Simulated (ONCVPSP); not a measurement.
nitrogen (N): one change to an ONCV potential, before and after

```
Element                 : nitrogen
Generator               : ONCVPSP 4.0.1
Type                    : optimised norm-conserving Vanderbilt (ONCV)
Functional              : BLYP
Relativity              : scalar-relativistic
Frozen core             : [He]
Valence charge          : 5
Reference configuration : 2s1.5 2p3.5
Partial waves           : 2s: rc 1.00 bohr, ncon 4, nbas 8, qcut 5.6 1/bohr, 1 projector; 2p: rc 2.60 bohr, ncon 4, nbas 7, qcut 6.2 1/bohr, 2 projectors, debl 2.3 Ha; d scattering state at 0.3 Ha: rc 2.30 bohr, ncon 4, nbas 8, qcut 3.7 1/bohr, 1 projector
Local potential         : polynomial inside 1.00 bohr (lpopt 5, dvloc0 6 Ha)
Core correction         : none
```

Change: local potential polynomial inside 1.00 bohr (lpopt 5, dvloc0 -1.5 Ha).

Cutoffs: the cutoffs (Ha) at which the residual kinetic energy of the hardest occupied pseudo-wave falls to 1 and 0.1 mHa per electron; they do not see the model core or the augmentation charge, which bear on the density cutoff. Errors are all-electron minus pseudo energies relative to the spin-unpolarised reference configuration.

Problem. How do hardness, ghosts and transferability respond?

Solution. The potential gets neither clearly harder nor softer (91 Ha and 169 Ha → 91 Ha and 169 Ha); a bound ghost appears in d, which as a rule spoils a file; of the 4 tests that both files solve, the error grows in 1 and shrinks in 0 by more than 15 % and 0.3 meV (median size 141.2 → 142.6 meV); the range in which the p phases agree narrows (upper end 3.2 → 0.5). In the separable form a ghost depends on how the local part lies against the semilocal potential of the channel, so the choice of the local part can create or remove one.

| quantity | base | changed |
| --- | --- | --- |
| cutoff, loose | 91 Ha | 91 Ha |
| cutoff, tight | 169 Ha | 169 Ha |
| bound ghosts | none | d |
| GHOST(+) flags under 300 eV | none | none |
| error for 2s2 2p3, meV [ΔE -5.70 eV] | -4.9 | -4.9 |
| error for 2s2 2p2, meV [ΔE 7.88 eV] | +278 | +280 |
| error for 2s2 2p1, meV [ΔE 36.75 eV] | +1469 | +1472 |
| error for 2s1 2p3, meV [ΔE 19.53 eV] | -0.4 | +4.4 |
| s: phases at 1.01 bohr within 0.05 rad from the reference energy up to (Ha; the scan ends near 5) | 4.2 | 3.8 |
| p: phases at 2.64 bohr within 0.05 rad from the reference energy up to (Ha; the scan ends near 5) | 3.2 | 0.5 |
| d: phases at 2.33 bohr within 0.05 rad from the reference energy up to (Ha; the scan ends near 5) | 2.6 | n/a |

 A true bound ghost makes a file unfit for plane-wave use even where its test errors are small: the radial tests pick states by their node count and pass the ghost by.
